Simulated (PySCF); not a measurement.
Worked example: entropy of an ideal gas

Cl3HSi, SMILES Cl[SiH](Cl)Cl (connectivity only; charge and spin as stated), charge +1, multiplicity 2.

The structure is a stationary point at PBE-D3(BJ)/def2-SVP. The multiplicity is an assumed one; other spin states were not compared. The isomer is the one that the SMILES or the coordinates give; other isomers of the formula were not compared.

PBE-D3(BJ)/def2-SVP (PySCF) gives the harmonic wavenumbers 161, 161, 206, 313, 313, 398, 619, 619, 1659 cm⁻¹ and the rotational temperatures 0.1109, 0.1109, 0.0572 K. The molar mass is 135.44 g/mol, the symmetry number 3, the spin multiplicity 2.

Work out the entropy at 298.15 K and 1 atm in the rigid-rotor, harmonic-oscillator model.


Translation (Sackur–Tetrode at 1 atm): S = R[1.5 ln M + 2.5 ln T − 1.16487] = 170.0 J/(mol K).
Rotation: q = (√π/σ) T^1.5/√(θA θB θC) = 115000, S = R[ln q + 3/2] = 109.3 J/(mol K).
Vibration: with u = 1.4388 ν/T, each mode gives R[u/(e^u − 1) − ln(1 − e^−u)]:
```tsv
ν (cm⁻¹)	modes	u	S (J/(mol K))
161	2	0.78	21.24
206	1	0.99	8.70
313	2	1.51	11.27
398	1	1.92	4.06
619	2	2.99	3.50
1659	1	8.01	0.02
```
These are all the modes. Sum 48.8 J/(mol K).
Spin: R ln 2 = 5.8 J/(mol K).
Total 333.8 J/(mol K); the program's own thermochemistry gives 333.9. Translation makes up 51 % and vibration 15 %. Anharmonicity, hindered rotation and orbital degeneracy are left out.
